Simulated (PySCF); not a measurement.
## Sb⁺ (antimony, charge +1) across methods

[Kr] 4d10 5s1 5p3, high-spin 5S determinant (an excited configuration). Calculation: PySCF 2.14, in x2c-TZVPPall; the spin-free X2C one-electron Hamiltonian (Gaussian nucleus). The B2PLYP total includes its PT2 part (frozen core); its orbital energies are those of the SCF part.

| method | E (hartree) | mean ε 4d β (eV) | mean ε 5s α (eV) | mean ε 5p α (eV) | Σ⟨r²⟩ (bohr²) | ⟨S²⟩ |
| --- | --- | --- | --- | --- | --- | --- |
| PBE0 | -6479.81 | -45.674 | -24.515 | -14.850 | 49.35 | 6.002 |
| UHF | -6477.48392 | -53.344 | -29.734 | -17.864 | 49.91 | 6.004 |
| LDA | -6473.95 | -42.912 | -22.704 | -13.766 | 49.47 | 6.001 |
| M06 | -6480.24 | -45.971 | -23.919 | -14.571 | 49.51 | 6.001 |
| B2PLYP | -6479.48 | -48.524 | -26.310 | -15.779 | 49.60 | 6.002 |
| TPSSh | -6479.89 | -43.966 | -23.399 | -14.159 | 49.37 | 6.002 |
| r2SCAN | -6480.18 | -43.539 | -23.331 | -14.085 | 49.33 | 6.003 |
| PBE | -6479.71 | -42.726 | -22.514 | -13.655 | 49.42 | 6.001 |

(1) Estimate the same row for BLYP.

Answers

(1) E (hartree) = -6480.34; mean ε 4d β (eV) = -42.574; mean ε 5s α (eV) = -22.199; mean ε 5p α (eV) = -13.321; Σ⟨r²⟩ (bohr²) = 49.57; ⟨S²⟩ = 6.001.
